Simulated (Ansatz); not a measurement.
Compare A (`CO[Si](O)([SiH3])Cl`) with its isomer B (`O[SiH](O)C[SiH2]Cl`).

Calculated with Ansatz (gas phase, PBE0-D4/def2-TZVP geometries, no zero-point term in ΔE). CBS: MP2 limit from def2 TZ/QZ plus the TZ coupled-cluster correction, frozen cores. DFT in def2-TZVPP. B3LYP here is the variant with VWN-RPA as its local correlation; programs differ in this. Each species was taken in one conformer, which may not be the lowest.

Problem. Which isomer does CCSD(T)/CBS put lower? Give the gap. (An estimate is asked.)

Solution. Computed: B, by 113.0 kJ/mol.

Problem. Give E(B) − E(A) in kJ/mol with HF/def2-TZVPP, B2PLYP, PBE-D4, PBE0-D4, MP2/def2-TZVPP, B3LYP-D4, r2SCAN-D4. (Best estimate.)

Solution. The calculation gave: HF/def2-TZVPP -100.0, B2PLYP -105.8, PBE-D4 -94.3, PBE0-D4 -101.5, MP2/def2-TZVPP -123.3, B3LYP-D4 -99.2, r2SCAN-D4 -105.9. None reverses the order clearly.

Largest T1 diagnostic: 0.012.

In def2-TZVPP, CCSD(T) changes the Hartree–Fock value by −9.9 kJ/mol (the triples alone add −0.2 kJ/mol) and MP2 by −23.3 kJ/mol. From PBE to PBE0 (25 % exact exchange), in def2-TZVPP and without D4, E(B) − E(A) moves by −7.6 kJ/mol.
